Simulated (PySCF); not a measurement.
Molecule: `NB1OBOBO1`, B3H4NO3.

Cartesian coordinates in Å; atom numbers follow the order of the lines, from 1:
```xyz
11

N     2.0339   -0.5795   -0.3188
B     0.7200   -0.2032   -0.0437
O    -0.3451   -0.9734   -0.4913
B    -1.6246   -0.6112   -0.1985
O    -1.8658    0.5243    0.5354
B    -0.8235    1.3051    0.9724
O     0.4583    0.9488    0.6849
H     2.8246   -0.0401    0.0021
H     2.2588   -1.4157   -0.8373
H    -2.5477   -1.2831   -0.5797
H    -1.0474    2.3019    1.6098
```

Spin–spin couplings on one PBE0-D3(BJ)/def2-SVP geometry, PySCF, gas phase, non-relativistic, equivalent pairs averaged (spin–dipole term only in couplings to heteroatoms); isotopes 11B, 1H, 15N, 17O; functional B3LYP.

Problem. How do the couplings (Hz) change with the basis set? Times are CPU seconds on 1 thread of an Arm Neoverse V1, shared host. Far from the basis limit: pcJ-0, 6-31G*, def2-TZVP, cc-pVTZ.

Solution. 
| basis set | functions | 1J(B4,H10) | 1J(N1,H8) | 1J(N1,B2) | 1J(B4,O5) | 1J(O3,B4) | 1J(B2,O3) | 2J(O3,H10) | core-s |
| --- | --- | --- | --- | --- | --- | --- | --- | --- | --- |
| pcJ-0 | 103 | 177.4 | -73.9 | -37.7 | 11.6 | 9.7 | -2.1 | -21.6 | 11 |
| 6-31G* | 106 | 200.5 | -84.4 | -44.7 | -10.0 | -12.3 | -20.3 | -18.8 | 11 |
| def2-TZVP | 241 | 186.4 | -82.5 | -52.3 | -1.1 | -4.1 | -12.8 | -23.5 | 37 |
| cc-pVTZ | 266 | 176.9 | -76.4 | -46.5 | 1.3 | -1.0 | -8.1 | -21.0 | 40 |

The Fermi-contact term samples the wavefunction at the nucleus, which is why sets with added tight s functions (names with J) are made for couplings.
